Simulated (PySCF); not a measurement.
# Static response to an electric field

Species: C₂H₈AlN.
Numbering: `[CH2:1]=[CH:2][AlH2-:3][NH3+:4]` (hydrogens: H5, H6 on C1; H7 on C2; H8, H9 on Al3; H10, H11, H12 on N4)

Geometry (PBE0-D3(BJ)/def2-SVP, Å), atoms numbered from 1 in this order:
```
atom  x, y, z in Å
C1     2.1418    0.3220    0.2368
C2     1.0614   -0.2749    0.7665
Al3   -0.4001   -0.9906   -0.3541
N4    -1.7400    0.5922   -0.2273
H5     2.2664    0.4284   -0.8499
H6     2.9658    0.7245    0.8426
H7     1.0558   -0.3437    1.8665
H8    -1.3272   -2.1622    0.2389
H9    -0.1155   -0.9479   -1.9365
H10   -2.5782    0.4490   -0.7922
H11   -1.2880    1.4483   -0.5524
H12   -2.0405    0.7545    0.7348
```

Level: CAM-B3LYP/def2-SVPD (PySCF), static field, nuclei fixed, core orbitals frozen in the response. The polarisability tensor in these axes (au):

```
x   76.92  7.48 -0.30
y    7.48 61.83 -0.75
z   -0.30 -0.75 62.97
```

Task: Give the principal values, the mean and the anisotropy Δα = √{½[(α1 − α2)² + (α2 − α3)² + (α1 − α3)²]}.

Result: Principal values 58.67, 63.03 and 80.02 au; mean 67.24 au = 9.96 Å³ = 11.09 × 10⁻⁴⁰ C²·m²/J; Δα = 19.54 au (29 % of the mean).

Task: What is the dipole moment, and where does it point?

Result: (-3.31, 4.02, 0.60) D, 5.24 D in size, pointing from the negative to the positive side. Measured along this direction, the outermost atoms are H6 and H5 at the negative end and H12, H10 and H11 at the positive end.

Task: Sum over states: ᾱ = Σ f/ω², ω in Eh. What share falls to these 10 lowest TDDFT singlets (eV, f)? 5.69, 0.0081; 6.21, 0.0238; 6.50, 0.1470; 6.59, 0.0037; 7.00, 0.1364; 7.23, 0.0372; 7.44, 0.0443; 7.56, 0.0506; 7.61, 0.0777; 7.82, 0.0442.

Result: They add up to 8.65 au, 12.9 % of the 67.24 au; the largest single term is 2.58 au, from the state at 6.50 eV. Terms in order: 0.19, 0.46, 2.58, 0.06, 2.06, 0.53, 0.59, 0.66, 1.00, 0.54 au. Higher excitations give the rest. The strengths listed sum to 0.573.

Task: Traceless (Buckingham) quadrupole moment about the centre of nuclear charge: eigenvalues?

Result: -9.28, -4.87, 14.15 D·Å. The values depend on the origin, since the dipole doesn't vanish. The electronic extent ⟨r²⟩ about the same centre is 528 bohr², a root-mean-square distance of 1.92 Å for the 40 electrons.

Task: Orientational against electronic polarisability at 298 K (dilute gas, rigid molecules)?

Result: In Gaussian units μ²/3kT = 222.56 Å³ against 9.96 Å³, a ratio of 22.34; the Debye molar polarisation (4π/3)N_A(α + μ²/3kT) is 586.6 cm³/mol, leaving out the vibrational part.

Task: Find the Langevin capture rate constant for O2+ (31.990 u) meeting this molecule (73.047 u), k = 2.342 × 10⁻⁹ cm³/s × √(α in Å³ / reduced mass in u).

Result: The reduced mass is 22.25 u, so k = 1.57 × 10⁻⁹ cm³/s. The formula leaves out the permanent dipole, which adds to the capture rate.

The structure is a single PBE0-D3(BJ)/def2-SVP conformer in the gas phase; no vibrational or solvent corrections.

The run behind these numbers computed excited states and ΔSCF ions as well. Hardware: an Arm Neoverse V1 with one thread (shared host). Cost: 81 s wall.
